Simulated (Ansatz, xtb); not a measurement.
## Two conformers of FH2OSSi−

Structure X is `[O-][Si@H](F)S`, a singlet and structure Y is `[O-][Si@H](F)S`, a singlet. Both are isolated ions in the gas phase, relaxed with PBE0-D3(BJ)/def2-SVPD.

X (Å):

```tsv
atom	x (Å)	y (Å)	z (Å)
F	1.8825	-1.0124	2.1909
O	-0.4439	0.1023	3.2326
S	0.4293	0.7425	0.2313
Si	0.2746	-0.5767	2.0214
H	-0.2715	-1.8700	1.4800
H	-0.4101	1.6454	0.7808
```

Y (Å):

```xyz
6

F     1.4585    0.3441    2.6713
O    -1.2510   -0.0857    3.1119
S    -0.2445    0.5740    0.1824
Si   -0.0053   -0.3248    2.2014
H     0.4495   -1.7338    1.9264
H     1.0183    0.3077   -0.2215
```

Question: Estimate which is lower in electronic energy at CCSD(T)/def2-SVPD + ΔMP2/def2-TZVPPD, and by roughly how much.

Answer: Too close to call at this level: CCSD(T)/def2-SVPD + ΔMP2/def2-TZVPPD gives E(Y) − E(X) = +0.007 eV.

How the difference moves with the method:

| level | geometry | E(Y) − E(X) (eV) | departure from the last row (eV) | job, with rough time for the two |
| --- | --- | --- | --- | --- |
| PBE0-D3(BJ)/def2-SVPD | PBE0-D3(BJ)/def2-SVPD | +0.013 | +0.006 | optimisation, 48 s |
| HF/def2-SVPD | PBE0-D3(BJ)/def2-SVPD | +0.002 | −0.005 | part of the CCSD(T) run |
| MP2/def2-SVPD | PBE0-D3(BJ)/def2-SVPD | +0.012 | +0.004 | part of the CCSD(T) run |
| CCSD(T)/def2-SVPD | PBE0-D3(BJ)/def2-SVPD | +0.007 | −0.001 | single point |
| CCSD(T)/def2-SVPD + ΔMP2/def2-TZVPPD | PBE0-D3(BJ)/def2-SVPD | +0.007 |  | single point, 29 s |

The largest departure from CCSD(T)/def2-SVPD + ΔMP2/def2-TZVPPD is that of PBE0-D3(BJ)/def2-SVPD, 0.006 eV. Levels run at GFN2-xTB geometries aren't shown. The last row adds to CCSD(T) the change of the MP2 difference between the two basis sets, here +0.001 eV.

With harmonic frequencies from PBE0-D3(BJ)/def2-SVPD (ideal gas, rigid rotor, one conformer each, 298.15 K, 1 atm): on the last row, ΔE + ΔZPE = +0.010, ΔH = +0.007, ΔG = +0.019 eV.

The correlated steps freeze 12 core orbitals. Programs: Ansatz 0.2.0; the last row on 2 threads of Arm Neoverse V1 on a shared host.
